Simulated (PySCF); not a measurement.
Simulation results for C₂H₅BGe, C₂H₆GeSi, C₂H₁₀GeSi, C₂H₉AlGe and others

All values are calculated (PySCF 2.14.0). Calculation on a computer-drawn molecule: optimised geometry and harmonic frequencies of an isolated molecule of the commonest isotopes, restricted reference for singlets and unrestricted otherwise, frozen core in MP2; on germanium a core potential holds 10 electrons, which the energies leave out, and 3d is frozen in MP2 and coupled-cluster steps.

Common to all runs: charge 0; multiplicity 1; method HF; basis and core potential on germanium cc-pVDZ-PP ECP10MDF.

(1) C₂H₅BGe

Start structure:
```xyz
9
C2H5BGe
C      0.1013     0.4613     0.2775
C     -1.1778     0.4756    -0.5278
B     -1.6376     1.5531    -1.3388
Ge    -2.3595     2.9596    -2.6455
H      0.7145    -0.4779    -0.0035
H      0.7104     1.2668     0.1630
H     -0.1425     0.3054     1.2847
H     -1.8051    -0.3815    -0.4091
H     -0.9334     3.7933    -2.2092
```

Settings of this run: basis cc-pVDZ.

It finds rotational constants 33.79, 1.41, 1.365 GHz; total energy -396.6254 hartree; convergence status largest gradient component 3.342e-05 hartree/bohr.

Drawn bonds:
```
atom  other atom  order
   1           2      1
   2           3      2
   3           4      1
   1           5      1
   1           6      1
   1           7      1
   2           8      1
   4           9      1
```

Optimised structure:
```xyz
9
C2H5BGe
C      0.1085     0.3818     0.3035
C     -1.1493     0.4968    -0.5174
B     -1.5673     1.5436    -1.3509
Ge    -2.3276     2.9683    -2.6000
H      0.6883    -0.4951     0.0028
H      0.7463     1.2599     0.1989
H     -0.1308     0.2621     1.3638
H     -1.8337    -0.3508    -0.4580
H     -1.0641     3.8890    -2.3515
```

Modes:
```
frequency (cm⁻¹)  reduced mass (dalton)
           103.7                  3.211
             130                  2.525
           235.3                  1.328
           320.1                  4.545
           351.9                  1.263
           437.2                  2.429
           702.2                  1.537
           780.7                  1.206
            1001                  1.469
            1079                  2.501
            1130                  1.446
            1276                  1.373
            1513                  1.215
            1574                  1.176
            1581                  1.044
            1681                  3.812
            2006                  1.021
            3168                  1.037
            3226                  1.102
            3256                  1.093
            3270                  1.093
```

(2) C₂H₆GeSi

Start structure:
```xyz
10
C2H6GeSi
C     -0.6115     1.8062     0.6506
C     -0.3422     0.3888     0.9842
Si    -0.3617    -1.0394    -0.0661
Ge     0.1047    -3.3452     0.2690
H      0.2387     2.4089     0.9676
H     -1.4436     2.1534     1.1929
H     -0.7337     1.9367    -0.4362
H     -0.1752     0.1677     2.0731
H     -0.5711    -0.5262    -1.5077
H      0.2452    -3.0269     1.8524
```

Settings of this run: basis cc-pV(D+d)Z.

The calculation gives: rotational constants 18.01, 1.125, 1.066 GHz; total energy -661.4617 hartree; convergence status largest gradient component 1.953e-05 hartree/bohr.

Drawn bonds:
```
atom  other atom  order
   1           2      1
   2           3      2
   3           4      1
   1           5      1
   1           6      1
   1           7      1
   2           8      1
   3           9      1
   4          10      1
```

Optimised structure:
```xyz
10
C2H6GeSi
C     -0.5875     1.7735     0.6943
C     -0.3506     0.3050     0.9137
Si    -0.3310    -0.9796    -0.2377
Ge     0.0825    -3.2739     0.4270
H      0.2732     2.3584     1.0347
H     -1.4510     2.1160     1.2737
H     -0.7664     2.0117    -0.3547
H     -0.1669     0.0243     1.9484
H     -0.5807    -0.6040    -1.6502
H      0.2280    -2.8073     1.9307
```

Modes:
```
frequency (cm⁻¹)  reduced mass (dalton)
           82.19                  2.211
           114.7                  4.529
           211.8                  1.069
           255.9                  4.937
             296                  1.286
           392.4                  3.773
           492.2                  1.262
             640                  1.165
           826.4                  1.976
           849.3                  1.437
           883.2                  1.082
            1074                  1.248
            1102                  1.431
            1199                  2.484
            1431                  1.652
            1509                  1.249
            1577                  1.046
            1590                  1.085
            2017                  1.021
            2300                  1.042
            3157                  1.038
            3209                  1.101
            3258                    1.1
            3301                  1.087
```

(3) C₂H₁₀GeSi

Start structure:
```xyz
14
C2H10GeSi
C     -0.9305     0.3479     1.0374
C      0.5719     0.3689     1.3788
Si     1.3723    -1.3355     1.4257
Ge     0.8720    -2.4312    -0.6451
H     -1.0883    -0.0522     0.0807
H     -1.4275    -0.1988     1.8257
H     -1.3411     1.3251     1.0196
H      1.0184     0.9996     0.6141
H      0.7126     0.8466     2.3319
H      0.7890    -2.1327     2.5523
H      2.7991    -1.2574     1.6240
H     -0.4193    -3.1599    -0.6508
H      1.9071    -3.4226    -1.0619
H      0.8171    -1.5437    -1.8509
```

Here we set basis cc-pV(D+d)Z.

Results for C₂H₁₀GeSi: rotational constants 5.969, 1.464, 1.263 GHz; total energy -663.8744 hartree; convergence status largest gradient component 9.346e-06 hartree/bohr.

Drawn bonds:
```
atom  other atom  order
   1           2      1
   2           3      1
   3           4      1
   1           5      1
   1           6      1
   1           7      1
   2           8      1
   2           9      1
   3          10      1
   3          11      1
   4          12      1
   4          13      1
   4          14      1
```

Optimised structure:
```xyz
14
C2H10GeSi
C     -1.0227     0.3785     1.2091
C      0.5069     0.3946     1.3251
Si     1.3429    -1.3046     1.3100
Ge     0.9843    -2.5076    -0.7462
H     -1.3514    -0.0639     0.2652
H     -1.4786    -0.1976     2.0184
H     -1.4317     1.3904     1.2550
H      0.9390     0.9932     0.5158
H      0.8035     0.8914     2.2556
H      0.8316    -2.1341     2.4319
H      2.8069    -1.1361     1.4950
H     -0.4983    -2.8484    -0.9536
H      1.7741    -3.8236    -0.7459
H      1.4465    -1.6782    -1.9537
```

Modes:
```
frequency (cm⁻¹)  reduced mass (dalton)
           62.58                  1.774
           93.12                  1.279
           123.9                  2.026
           238.7                  1.256
           273.4                  1.995
             354                  5.437
           387.7                  1.077
           495.7                  1.137
           589.8                   1.42
           664.6                  2.229
           707.4                  1.148
           793.2                   1.22
           851.8                  1.119
           912.4                  1.084
           967.5                  1.018
           970.2                  1.019
            1021                  1.052
            1041                  1.629
            1061                   1.19
            1120                  1.892
            1358                  1.244
            1376                  1.513
            1521                  1.208
            1556                  1.096
            1596                  1.046
            1604                  1.038
            2195                  1.023
            2199                  1.023
            2213                  1.012
            2284                  1.047
            2289                  1.033
            3162                  1.057
            3173                   1.04
            3201                  1.102
            3242                  1.103
            3245                  1.103
```

(4) C₂H₉AlGe

Start structure:
```xyz
13
C2H9AlGe
C      2.8663    -0.7686    -0.1982
C      1.3851    -0.8794     0.3185
Ge     0.6262     0.9530     0.5697
Al    -1.0806     1.7537     2.0855
H      3.2389    -1.7196    -0.3488
H      3.5268    -0.2936     0.4839
H      2.8684    -0.3099    -1.1773
H      0.7255    -1.4434    -0.3991
H      1.4262    -1.4038     1.2772
H      0.9482     1.6401    -0.6279
H      1.7656     1.6084     1.4911
H     -2.6639     1.4551     2.1036
H     -0.5745     2.5713     3.2698
```

Here we set basis cc-pV(D+d)Z.

The calculation gives: rotational constants 9.471, 1.531, 1.361 GHz; total energy -616.2611 hartree; convergence status largest gradient component 1.725e-05 hartree/bohr.

Drawn bonds:
```
atom  other atom  order
   1           2      1
   2           3      1
   3           4      1
   1           5      1
   1           6      1
   1           7      1
   2           8      1
   2           9      1
   3          10      1
   3          11      1
   4          12      1
   4          13      1
```

Optimised structure:
```xyz
13
C2H9AlGe
C      2.7325    -0.9446    -0.3097
C      1.4019    -0.6907     0.4034
Ge     1.0778     1.2063     0.8799
Al    -1.1026     1.6345     2.0513
H      2.8580    -2.0049    -0.5472
H      3.5807    -0.6428     0.3097
H      2.7950    -0.3870    -1.2474
H      0.5676    -1.0233    -0.2215
H      1.3477    -1.2784     1.3248
H      1.1579     2.0469    -0.4137
H      2.2540     1.6888     1.7575
H     -2.1138     0.4562     2.3674
H     -1.4987     3.1025     2.4935
```

Modes:
```
frequency (cm⁻¹)  reduced mass (dalton)
           42.25                  1.089
           60.65                  1.973
           87.87                  3.916
           238.1                  1.059
           260.1                  3.116
           331.3                  7.131
           338.3                  1.099
           445.3                   1.24
           557.3                  1.076
           579.3                  3.246
           650.3                  1.124
           759.4                  1.097
           811.2                  1.157
           845.8                  1.066
           953.8                  1.022
            1039                  1.609
            1061                  1.161
            1119                  1.958
            1361                  1.442
            1361                  1.245
            1518                  1.213
            1562                  1.101
            1595                  1.047
            1600                  1.038
            1970                  1.043
            1974                  1.041
            2146                  1.023
            2158                  1.016
            3165                   1.04
            3177                  1.057
            3214                  1.103
            3232                  1.102
            3248                  1.104
```

(5) C₂H₇GeN

Start structure:
```xyz
11
C2H7GeN
C     -1.1345     0.4365     0.0532
C     -0.6720     0.3346    -1.3826
Ge     0.4759     1.8368    -2.0407
N      0.7525     1.1323    -3.6869
H     -0.3271     0.4778     0.7101
H     -1.8267    -0.3423     0.3733
H     -1.7533     1.4759     0.1779
H     -1.5595     0.2140    -2.0071
H     -0.1288    -0.6658    -1.4617
H      0.3220     0.2670    -4.0023
H      1.2875     1.5595    -4.4211
```

Here we set basis cc-pVDZ.

It finds rotational constants 11.38, 2.707, 2.247 GHz; total energy -427.6444 hartree; convergence status largest gradient component 2.184e-05 hartree/bohr.

Drawn bonds:
```
atom  other atom  order
   1           2      1
   2           3      1
   3           4      1
   1           5      1
   1           6      1
   1           7      1
   2           8      1
   2           9      1
   4          10      1
   4          11      1
```

Optimised structure:
```xyz
11
C2H7GeN
C     -1.1677     0.4792     0.0753
C     -0.7002     0.3115    -1.3727
Ge     0.4811     1.7976    -2.0497
N      0.7401     1.1133    -3.7109
H     -0.3211     0.5258     0.7666
H     -1.8054    -0.3487     0.3973
H     -1.7407     1.4018     0.2067
H     -1.5624     0.2433    -2.0481
H     -0.1485    -0.6297    -1.4909
H      0.3593     0.2537    -4.0629
H      1.3015     1.5785    -4.3986
```

Modes:
```
frequency (cm⁻¹)  reduced mass (dalton)
           41.73                  2.045
           167.2                  3.202
           218.5                  1.121
           305.7                  3.408
           434.1                  1.229
           505.3                  1.025
           540.3                    3.3
           667.4                  1.201
           722.6                  5.483
           810.4                  1.254
           986.2                  1.079
            1027                  1.347
            1110                  2.453
            1329                  1.507
            1350                  1.288
            1518                  1.192
            1549                  1.123
            1593                  1.046
            1602                  1.038
            1682                  1.118
            3142                  1.058
            3163                  1.039
            3183                  1.101
            3227                  1.103
            3230                  1.103
            3760                   1.05
            3871                  1.098
```
